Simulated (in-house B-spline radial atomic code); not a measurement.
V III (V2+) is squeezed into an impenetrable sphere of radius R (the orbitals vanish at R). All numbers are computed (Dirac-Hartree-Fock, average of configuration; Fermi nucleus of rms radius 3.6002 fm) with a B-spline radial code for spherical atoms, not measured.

Energies in eV above the free ion in [Ar] 3d3:

```csv
R (bohr),highest level (eV),[Ar] 3d3,[Ne] 3s2 3p5 3d4
7,-28.8,0.0006866,41.63
5.55,-28.7,0.01889,41.65
4.93,-28.7,0.07333,41.71
4.54,-28.6,0.169,41.83
3.85,-28.1,0.7266,42.5
2.85,-24.8,6.684,49.47
2.45,-20.2,18.37,62.42
2.1,-11.2,48.47,94.4
1.96,-5.13,73.06,120
1.48,39.7,327.7,376.7
```

(1) Does [Ne] 3s2 3p5 3d4 fall below [Ar] 3d3 under compression?

The highest level is first positive in the row R = 1.48 bohr, pushed up by confinement above the zero of the free ion's potential. Each configuration is held fixed and needn't be the lowest in the sphere.

## Answers

(1) No, it stays above over the whole range.
